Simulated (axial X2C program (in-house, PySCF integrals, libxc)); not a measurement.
# HfP: from the spin-free to the two-component result

All values were computed with an axial X2C code built on PySCF integrals. Spin-free means the one-electron spin-free X2C Hamiltonian; two-component (2c) means X2C with spin–orbit coupling and atomic mean-field two-electron Coulomb and Gaunt terms, so the difference of the two also holds small scalar two-electron terms. Basis: Hf dyall-cv3z [13s14p9d7f4g], P dyall-v3z [8s7p2d1f] (cores contracted in-house); Gaussian nuclei, density fitting, unrestricted open shells. Masses: Hf 179.947 u, P 30.974 u.

Spin-free state: M_S = 1/2, Λ = 0 (beyond evenly filled blocks: σα); fragments Hf + P.

```tsv
level	Re (Å)	ωe (cm⁻¹)	De (eV)	μ (D)
PBE0	2.184	519.0	3.961	-5.24
LDA	2.182	506.6	5.355	-4.56
```

Dipoles are positive if P is the positive end.

Two-component determinant lowest at the distance of the search:

Ω = 1/2 (⟨Sz⟩ = 0.49, ⟨Lz⟩ = 0.01 at PBE0); fragments Hf + P.

```json
{"level": "PBE0", "Re (Å)": "2.184", "ωe (cm⁻¹)": "517.7", "μ (D)": "-5.21"}
{"level": "LDA", "Re (Å)": "2.183", "ωe (cm⁻¹)": "504.3", "μ (D)": "-4.53"}
```

Q: From the two tables, how do the constants change at the PBE0 level (2c against spin-free)?

A: At the PBE0 level Re is unchanged within 0.001 Å and ωe falls by 1.3 cm⁻¹.

Occupations by symmetry block were frozen at the best pattern of an incomplete PBE0 search. Dissociation energies refer to the lowest single-determinant-based atoms at the same level and basis. De is not given where an atomic determinant may have missed its ground term or J level, or where the truncated virtual space spoils (T). Density functionals use the spin component along the axis (collinear). The functionals have no current-density term, which raises determinants with orbital currents, atoms included.
